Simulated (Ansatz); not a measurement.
The cluster Sn3S3. Charge 0, multiplicity 1. Geometry relaxed at r2SCAN-D4/def2-SVP.

Cartesian coordinates in Å:
```
Sn -0.166 0.520 -1.677
Sn 2.410 -0.479 0.700
Sn -1.179 -0.253 1.287
S 0.873 1.487 0.686
S 0.510 -1.761 -0.285
S -2.449 0.486 -0.710
```

In the def2 sets Sn takes a core potential; there is no spin–orbit coupling. The structure comes from a short search, and lower isomers may exist.

(1) Estimate the harmonic wavenumbers at RKS r2SCAN-D4/def2-SVP (Ansatz, unscaled). Is this a minimum?

Results:

(1) 73, 99, 110, 136, 148, 154, 177, 262, 293, 304, 347, 356 cm⁻¹. Yes, no mode is imaginary beyond noise. Zero-point energy 14.7 kJ/mol. Run time 1.7 min (4 threads of Arm Neoverse V1 on a shared host).
